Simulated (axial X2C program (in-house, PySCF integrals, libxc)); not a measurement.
# Curves of CNdO from open-shell CI on f(δφ)2 f(π)0

Calculated with an axial X2C code built on PySCF integrals: two-component X2C with atomic mean-field Coulomb and Gaunt terms, basis C dyall-v2z, Nd dyall-v2z, O dyall-v2z (cores contracted in-house). Orbitals come from Hartree–Fock averaged over the configuration Nd f(δφ)2 f(π)0; CI then distributes these electrons over the f(δφ), f(π) shells of Nd.

Scan along the C–Nd bond with NdO moving as one mass, its bond held at 1.720 Å; masses C 12.000 u, Nd 141.908 u, O 15.995 u. Energies in cm⁻¹ from the lowest point; levels are followed by energy order within each Ω. Lowest level at 2.079 Å: 100% f(δφ)2.

| R (Å) | (1)Ω=4 | (1)Ω=5 | (1)Ω=6 | (1)Ω=0 | (1)Ω=1 | (2)Ω=0 | (2)Ω=1 |
| --- | --- | --- | --- | --- | --- | --- | --- |
| 1.933 | 1563 | 4012 | 6384 | 6521 | 8006 | 13141 | 13178 |
| 2.006 | 367 | 2811 | 5164 | 5374 | 6830 | 11859 | 11955 |
| 2.079 | 0 | 2441 | 4780 | 5037 | 6472 | 11416 | 11548 |
| 2.162 | 361 | 2801 | 5129 | 5378 | 6821 | 11722 | 11883 |
| 2.245 | 1326 | 3771 | 6093 | 6307 | 7772 | 12667 | 12854 |
| 2.339 | 2910 | 5375 | 7701 | 7799 | 9330 | 14266 | 14505 |
| 2.453 | 5175 | 7712 | 10077 | 9881 | 11578 | 16607 | 16978 |

Question: Fit the curves (1)Ω=4, (1)Ω=5, (1)Ω=6, (1)Ω=1, (2)Ω=0, (2)Ω=1 near their minima.

Answer: From the open-shell CI curves, Te from the lowest:

```json
{"level": "(1)Ω=4", "Te (cm⁻¹)": "0", "Re (Å)": "2.081", "ωe (cm⁻¹)": "601.6"}
{"level": "(1)Ω=5", "Te (cm⁻¹)": "2441", "Re (Å)": "2.081", "ωe (cm⁻¹)": "602.6"}
{"level": "(1)Ω=6", "Te (cm⁻¹)": "4780", "Re (Å)": "2.082", "ωe (cm⁻¹)": "603.2"}
{"level": "(1)Ω=1", "Te (cm⁻¹)": "6470", "Re (Å)": "2.081", "ωe (cm⁻¹)": "595.5"}
{"level": "(2)Ω=0", "Te (cm⁻¹)": "11411", "Re (Å)": "2.088", "ωe (cm⁻¹)": "607.5"}
{"level": "(2)Ω=1", "Te (cm⁻¹)": "11547", "Re (Å)": "2.085", "ωe (cm⁻¹)": "605.3"}
```

Without dynamic correlation distances can be off by several hundredths of an Å (long for ionic bonds, short for multiple bonds) and the wavenumbers are rough.

The 7 lowest curves are shown; the next is (1)Ω=2, from 12161 cm⁻¹.

Dynamic correlation is missing, so gaps between terms are too wide and other configurations may lie lower; the lowest level listed is that of this model, not necessarily the ground state. At most 6 roots were kept for each Ω > 0 (twice that for Ω = 0) within 3.5 eV of the lowest, so higher up levels can be missing between those listed; levels with Ω > 0 are doubly degenerate and listed once, Ω = 0 levels singly. States that fill the shells left empty in the average are placed too high. The molecule was held linear; bending was not examined.
